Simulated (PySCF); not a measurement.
C₃H₆O₂Si, SMILES O[SiH2][C@@H]1C=CO1. Geometry: PBE-D3(BJ)/def2-SVP. The structure was generated by enumeration; whether it is a known compound was not checked. One conformer was computed; it need not be the lowest.

Question: Give the equilibrium geometry at PBE-D3(BJ)/def2-SVP (PySCF confirms it by a frequency run) as a Z-matrix. (The exact figures need the calculation; the answer reports its results.)

Answer: One answer among several that fit: 
```
C
H 1 1.1114
O 1 1.4945 2 110.01
C 3 1.3866 1 86.25 2 -120.98
C 4 1.3575 3 98.95 1 1.89
H 5 1.0937 4 137.43 3 -179.43
H 4 1.1003 5 140.37 6 -1.39
Si 1 1.9069 2 114.96 3 119.14
O 8 1.6822 1 111.88 2 -53.45
H 9 0.9738 8 113.72 1 -60.88
H 8 1.4994 9 105.24 10 179.62
H 8 1.5050 11 111.45 9 122.91
```
Charge 0, spin multiplicity 1.
